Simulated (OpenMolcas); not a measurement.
A run on Co.

```yaml
Program: OpenMolcas 26.06
Method: "SS-CASPT2, IPEA 0.35 Eh, no level shift (closed shells correlated: 2s 2p 3s 3p)"
Basis: ANO-L-VDZP [5s4p2d1f]
Scalar_Hamiltonian: non-relativistic, point nucleus
Active_space: 9 electrons in 6 orbitals (3d 4s)
State_averaging: 2S+1 = 4 even, 17 roots; 2S+1 = 2 even, 9 roots
Spin-orbit_coupling: RASSI with atomic mean-field integrals over the reference wave functions, term energies averaged over their components
```

First CASPT2 step and the start of its output:

```
&CASPT2
Multistate=17 1 2 3 4 5 6 7 8 9 10 11 12 13 14 15 16 17
Frozen=1 0
IPEA=0.35
MaxIter=60
WThr=0.0 0.3 0.05
PrWF=0.5
NoMix
```

```
--- CASPT2 ---
Orbital specifications:
      -----------------------

      Symmetry species                           1   2
                                                ag  au
      Frozen orbitals                            1   0
      Inactive orbitals                          2   6
      Active orbitals                            6   0
      Secondary orbitals                         6  13
      Deleted orbitals                           0   0
      Number of basis functions                 15  19
Type of calculation                        MS-CASPT2
      Fock operator                              state-specific
      IPEA shift                                 0.35
      Real shift                                 0.00
      Imaginary shift                            0.00
      The input orbitals will be transformed to quasi-canonical
Reference energy:       -1381.3800182416
      E2 (Non-variational):      -0.4236833141
      E2 (Variational):          -0.4236832946
      Total energy:           -1381.8037015363
      Residual norm:              0.0000003848
      Reference weight:           0.88351
      Contributions to the CASPT2 correlation energy
      Active & Virtual Only:         -0.2312506416
      One Inactive Excited:          -0.1447088381
      Two Inactive Excited:          -0.0477238344
Reference energy:       -1381.3800182416
      E2 (Non-variational):      -0.4212206785
      E2 (Variational):          -0.4212206301
      Total energy:           -1381.8012388717
      Residual norm:              0.0000008187
      Reference weight:           0.88472
      Contributions to the CASPT2 correlation energy
      Active & Virtual Only:         -0.2293321169
      One Inactive Excited:          -0.1442993479
...
```

Over all roots the printed reference weights run from 0.63 to 0.90, and roots that are degenerate in the reference spread by up to 1000 cm-1.

Problem. Did the run give usable levels, and if not, why?

Solution. No. The equations converged, but the reference weight falls to 0.63 for at least one root against 0.90 for the best. A drop of that size marks an intruder state, so the energies of such roots and the levels built on them can't be trusted.
